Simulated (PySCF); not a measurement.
**Fluorine: a sound run and one with changed settings**

Sound run: F²⁺ [He] 2s2 2p3, F³⁺ [He] 2s2 2p2. All numbers are calculated (PySCF 2.14, the non-relativistic Hamiltonian (point nucleus), in pcseg-2). In the sound run the correlated levels freeze 1s2. The sound run starts from symmetry-adapted Hartree-Fock orbitals and uses a fine grid where one is needed.

Changed run: basis STO-3G. This setting is unsound on purpose.

```csv
species,method,sound run (hartree),changed run (hartree),converged
F²⁺,UHF,-97.60065,-96.22428,yes
F²⁺,MN15,-97.74609,-95.98031,yes
F²⁺,TPSS,-97.82462,-96.41663,yes
F²⁺,MP2,-97.69167,-96.22428,yes
F³⁺,UHF,-95.31169,-93.82001,yes
F³⁺,MN15,-95.43522,-93.56997,yes
F³⁺,TPSS,-95.51218,-93.99853,yes
F³⁺,MP2,-95.38289,-93.83276,yes
F³⁺,CCSD(T),-95.40632,-93.84293,yes
```

Ionisation energy of F²⁺:

```csv
method,sound run (eV),changed run (eV)
UHF,62.286,65.423
MN15,62.882,65.589
TPSS,62.925,65.800
MP2,62.825,65.076
SCS-MP2,62.579,65.007
```

A minimal basis cannot let orbitals breathe on ionisation and holds almost no correlation.

For comparison, NIST gives 62.708 eV between the lowest levels.
